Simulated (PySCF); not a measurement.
ClFH3NOSi, SMILES N[Si@@](O)(F)Cl. Geometry: PBE-D3(BJ)/def2-SVP. The structure was generated by enumeration; whether it is a known compound was not checked. Other conformers were not sampled.

All values below come from PBE-D3(BJ)/def2-SVP (PySCF).

Harmonic wavenumbers (cm⁻¹): 163, 190, 214, 269, 305, 318, 375, 446, 538, 772, 796, 861, 918, 970, 1490, 3492, 3587, 3750. Rotational constants (GHz): 3.797, 2.330, 2.276; symmetry number 1.

Q: Work out the zero-point energy and the ideal-gas rigid-rotor harmonic-oscillator thermochemistry at 298.15 K and 1 atm.

A: ZPE = ½ Σ hcν = ½ × 19456 cm⁻¹ = 116.37 kJ/mol. H − E(el) = 137.13 kJ/mol. Entropy in J/(mol K): translation 167.98, rotation 113.68, vibration 60.00, total 341.67. G − E(el) = 35.26 kJ/mol. Cp = 106.58 J/(mol K).
